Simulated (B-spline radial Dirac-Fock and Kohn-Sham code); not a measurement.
Ionisation of each subshell: In²²⁺

System: the In²²⁺ ion, configuration [Ar] 3d9; nuclear rms radius 4.6156 fm (A = 115).

Input of the calculation (task.json; shells as n, l, electrons):

```json
{"items": [{
  "Z": 49,
  "q": 22,
  "cfg": [[1, 0, 2], [2, 0, 2], [2, 1, 6], [3, 0, 2], [3, 1, 6], [3, 2, 9]],
  "A": 115,
  "rrms": 4.6156,
  "do": ["binding"]
}]}
```

Launch: `python xray_run.py task.json out`

Method: relaxed Dirac-Fock hole states (ΔSCF) with Breit and QED corrections and a finite nucleus. Computed with a B-spline atomic structure program. Correlation energy is missing from these numbers. Energies are counted from the vacuum level.

All terms are in eV, carry their sign (relaxation lowers the binding energy) and add up to the binding energy; ⟨r⟩ is the mean radius of the orbital in the initial state.

```csv
subshell,−ε (Koopmans),relaxation,Gaunt,retardation,self-energy,vacuum polarisation,binding energy,⟨r⟩ (bohr)
1s,28811.4,-45.41,-64.78,5.08,-34.74,4.51,28676.0,0.030
2s,4988.2,-17.50,-6.01,0.35,-4.25,0.51,4961.3,0.128
2p1/2,4689.6,-20.43,-10.64,1.19,0.30,-0.01,4660.0,0.108
2p3/2,4476.8,-19.46,-7.68,1.39,-0.10,-0.03,4450.9,0.113
3s,1493.6,-2.61,-1.06,0.06,-0.90,0.10,1489.2,0.340
3p1/2,1372.1,-2.95,-1.87,0.21,0.05,0.00,1367.6,0.330
3p3/2,1330.5,-2.72,-1.29,0.26,-0.03,-0.01,1326.7,0.339
3d,1120.6,-3.62,-0.55,0.07,0.05,-0.01,1116.6,0.311
```

For the deepest level, K (1s), the Breit terms make up -0.208 % of the binding energy, QED -0.105 % and orbital relaxation -0.158 %.

Spin-orbit splittings: 2p 209.0 eV, 3p 40.89 eV.

Going to the tabulated ground configuration of the next ion removes an electron from M4,5 (3d), computed at 1116.6 eV. NIST lists 1109 ± 4 eV as the ionisation energy of this species (theoretical), -7.57 eV from the computed value. Where a p, d or f shell is open in either ion the computed value averages over both j values and all terms, while the table refers to the lowest levels; that difference holds spin-orbit splitting (largest in heavy or highly charged ions), term energies where several electrons share open shells, and correlation, and it can reach 10 % or more.
